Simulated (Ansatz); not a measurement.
GaCl2(OH) (GaCl₂OH). Total charge 0; triplet. Geometry PBE0-D4/def2-SVP, that of the neutral singlet; atoms count from 1.

Cartesian coordinates in Å:
```
Ga -0.0369 0.3941 -0.0411
Cl 0.9594 2.2421 0.2453
Cl -2.0104 0.3501 -0.8442
O 0.8020 -1.0939 0.3991
H 0.2859 -1.8924 0.2409
```

At PBE0-D4/def2-TZVP a singlet of charge 0 lies 6.00 eV below the triplet at the same geometry.

Question: Estimate the Mulliken populations from the PBE0/def2-TZVP orbitals of Ansatz.

Answer: 
```tsv
atom	charge (e)	spin (α − β)
Ga1	0.21	0.72
Cl2	-0.11	0.38
Cl3	-0.10	0.40
O4	-0.28	0.44
H5	0.28	0.06
```
Mulliken values depend strongly on the basis.

Question: Where does the spin sit?

Answer: Summed by element: Ga 0.72, Cl 0.79, O 0.44, H 0.06, of 2 unpaired in all. Largest on single atoms: Ga1 0.72, O4 0.44, Cl3 0.40.

Question: And the Mayer bond orders between heavy atoms (over 0.3)?

Answer: Ga1–Cl2 0.88 (2.12 Å); Ga1–Cl3 0.85 (2.13 Å); Ga1–O4 0.76 (1.76 Å).
